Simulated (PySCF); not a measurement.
B$_{2}$H$_{4}$NSi, CH$_{4}$BNSi, BH$_{4}$N$_{2}$Si, BH$_{5}$N$_{2}$Si and others (calculated)

Calculation on a computer-drawn molecule: the log of a Hartree-Fock and frozen-core CCSD(T) single point meant for a local Hartree-Fock minimum, with one planted fault or none, to be diagnosed. Offsets are logged minus clean, where the clean run is the same molecule without the fault. The reference is restricted for singlets and unrestricted otherwise, and also for a bond in bohr or an excited solution. Adding or removing an electron swaps singlet and doublet. The excited solution moves the top pair (singlet) or top alpha electron (doublet) to the lowest empty orbital. Highest occupied and lowest empty are orbital energies over both spins, largest force is the largest gradient component, triples share is (T) over the correlation energy, the T1 limit is 0.02 restricted and 0.045 unrestricted, electrons count all cores, a negative frequency is imaginary (commonest isotopes), and the dipole is about the centre of nuclear charge. Program: PySCF 2.14.0.

Common to all runs: meant multiplicity 1; meant basis cc-pV(D+d)Z; logged SCF converged yes; logged CC converged yes; logged SCF stable within its kind yes; possible faults no fault, one electron removed, one electron added, multiplicity raised by two, geometry at a saddle point, SCF held on an excited solution, minimal basis STO-3G, one bond length entered in bohr, all coordinates scaled.

(1) 
```xyz
8
formula=B2H4NSi meant_charge=1 logged_electrons=34 logged_basis_functions=85 logged_spin_squared=0.7894 logged_highest_occupied=-13.365 logged_lowest_empty=-6.3095 logged_largest_force=0.010526 logged_T1_diagnostic=0.081396 logged_D1_diagnostic=0.44469 logged_triples_share=0.042724 logged_dipole_magnitude=8.7203 logged_energy_HF=-394.66088 logged_energy_CCSD(T)=-395.1057 planted_fault=one_bond_length_entered_in_bohr,row_3_of_the_drawn_bonds HF_energy_offset_from_clean_run=68.4 CCSD(T)_energy_offset_from_clean_run=73.37
N     -1.4029     0.3893     3.5953
B     -2.0846    -0.2859     2.8399
B     -2.8917    -1.2808     1.7594
Si    -0.8039    -3.7846    -0.2509
H     -0.9130     0.9708     4.2295
H     -4.0661    -1.2760     1.5618
H     -0.5191    -5.1395     0.2338
H     -0.2123    -3.4518    -1.5513
```

Units: logged_highest_occupied, logged_lowest_empty in eV; logged_largest_force in hartree/bohr; logged_dipole_magnitude in debye; logged_energy_HF, logged_energy_CCSD(T) in hartree; HF_energy_offset_from_clean_run, CCSD(T)_energy_offset_from_clean_run in kcal/mol.

Drawn bonds:
```
atom  other atom  order
   1           2      2
   2           3      1
   3           4      1
   1           5      1
   3           6      1
   4           7      1
   4           8      1
```

Notes: T1 above single-reference limit.

(2) 
```xyz
8
formula=CH4BNSi meant_charge=0 logged_electrons=36 logged_basis_functions=85 logged_spin_squared=0 logged_highest_occupied=-8.8503 logged_lowest_empty=0.63968 logged_largest_force=1.771e-05 logged_lowest_frequency=103.07 logged_T1_diagnostic=0.0157 logged_D1_diagnostic=0.039478 logged_triples_share=0.034089 logged_dipole_magnitude=1.0183 logged_energy_HF=-408.23482 logged_energy_CCSD(T)=-408.75878 planted_fault=no_fault HF_energy_offset_from_clean_run=0 CCSD(T)_energy_offset_from_clean_run=0
N      1.9582    -0.4713     0.2769
B      1.7451    -0.0783    -0.8696
C      1.3845     0.4463    -2.2801
Si    -0.4873     0.8719    -2.3455
H      2.1772    -0.8025     1.1773
H      1.9938     1.3254    -2.5036
H      1.6179    -0.3420    -3.0048
H     -0.9664    -0.5669    -2.3244
```

Units: logged_highest_occupied, logged_lowest_empty in eV; logged_largest_force in hartree/bohr; logged_lowest_frequency in cm⁻¹; logged_dipole_magnitude in debye; logged_energy_HF, logged_energy_CCSD(T) in hartree; HF_energy_offset_from_clean_run, CCSD(T)_energy_offset_from_clean_run in kcal/mol.

Drawn bonds:
```
atom  other atom  order
   1           2      2
   2           3      1
   3           4      1
   1           5      1
   3           6      1
   3           7      1
   4           8      1
```

(3) 
```xyz
8
formula=BH4N2Si meant_charge=1 logged_electrons=36 logged_basis_functions=85 logged_spin_squared=0 logged_highest_occupied=-14.819 logged_lowest_empty=-5.1824 logged_largest_force=0.075063 logged_T1_diagnostic=0.026167 logged_D1_diagnostic=0.09292 logged_triples_share=0.038993 logged_dipole_magnitude=6.009 logged_energy_HF=-424.58461 logged_energy_CCSD(T)=-425.14534 planted_fault=all_coordinates_scaled,by_+7.7_% HF_energy_offset_from_clean_run=31.5 CCSD(T)_energy_offset_from_clean_run=16.2
N     -0.8008    -0.0467     1.4819
B     -0.2721    -1.2187     1.2393
N      0.3914    -2.5818     0.8899
Si     1.4756    -2.9069    -0.4685
H     -1.2476     0.8928     1.7089
H      0.1413    -3.3942     1.5704
H      1.8255    -1.7260    -1.4390
H      2.0334    -4.3636    -0.6341
```

Units: logged_highest_occupied, logged_lowest_empty in eV; logged_largest_force in hartree/bohr; logged_dipole_magnitude in debye; logged_energy_HF, logged_energy_CCSD(T) in hartree; HF_energy_offset_from_clean_run, CCSD(T)_energy_offset_from_clean_run in kcal/mol.

Drawn bonds:
```
atom  other atom  order
   1           2      2
   2           3      1
   3           4      1
   1           5      1
   3           6      1
   4           7      1
   4           8      1
```

Notes: T1 above single-reference limit.

(4) 
```xyz
9
formula=BH5N2Si meant_charge=0 logged_electrons=38 logged_basis_functions=29 logged_spin_squared=0 logged_highest_occupied=-7.3086 logged_lowest_empty=11.261 logged_largest_force=0.079401 logged_T1_diagnostic=0.015729 logged_D1_diagnostic=0.051803 logged_triples_share=0.030196 logged_dipole_magnitude=1.2052 logged_energy_HF=-420.40882 logged_energy_CCSD(T)=-420.65319 planted_fault=minimal_basis_STO-3G HF_energy_offset_from_clean_run=3194 CCSD(T)_energy_offset_from_clean_run=3394
N     -2.3695     2.0010    -0.0814
B     -1.6290     1.0154    -0.1084
N     -0.7884    -0.1062    -0.1393
Si    -1.2468    -1.7727    -0.3455
H     -2.9649     2.7824    -0.0607
H      0.1876     0.1013    -0.0275
H     -2.7146    -1.8095    -0.4865
H     -0.8261    -2.5803     0.8210
H     -0.6043    -2.3483    -1.5480
```

Units: logged_highest_occupied, logged_lowest_empty in eV; logged_largest_force in hartree/bohr; logged_dipole_magnitude in debye; logged_energy_HF, logged_energy_CCSD(T) in hartree; HF_energy_offset_from_clean_run, CCSD(T)_energy_offset_from_clean_run in kcal/mol.

Drawn bonds:
```
atom  other atom  order
   1           2      2
   2           3      1
   3           4      1
   1           5      1
   3           6      1
   4           7      1
   4           8      1
   4           9      1
```

(5) 
```xyz
8
formula=BH4NOSi meant_charge=0 logged_electrons=38 logged_basis_functions=85 logged_spin_squared=0 logged_highest_occupied=-10.776 logged_lowest_empty=3.4153 logged_largest_force=5.481e-07 logged_lowest_frequency=40.272 logged_T1_diagnostic=0.013883 logged_D1_diagnostic=0.035706 logged_triples_share=0.02751 logged_dipole_magnitude=1.4492 logged_energy_HF=-445.35693 logged_energy_CCSD(T)=-445.92426 planted_fault=no_fault HF_energy_offset_from_clean_run=0 CCSD(T)_energy_offset_from_clean_run=0
N     -1.5952     4.2408     0.5402
B     -1.3940     3.2750    -0.1964
O     -1.1796     2.2393    -0.9856
Si    -0.0456     1.6398    -2.0431
H     -1.7802     5.0002     1.1354
H     -0.5723     0.3618    -2.5464
H      0.1461     2.5950    -3.1503
H      1.2286     1.4320    -1.3302
```

Units: logged_highest_occupied, logged_lowest_empty in eV; logged_largest_force in hartree/bohr; logged_lowest_frequency in cm⁻¹; logged_dipole_magnitude in debye; logged_energy_HF, logged_energy_CCSD(T) in hartree; HF_energy_offset_from_clean_run, CCSD(T)_energy_offset_from_clean_run in kcal/mol.

Drawn bonds:
```
atom  other atom  order
   1           2      2
   2           3      1
   3           4      1
   1           5      1
   4           6      1
   4           7      1
   4           8      1
```
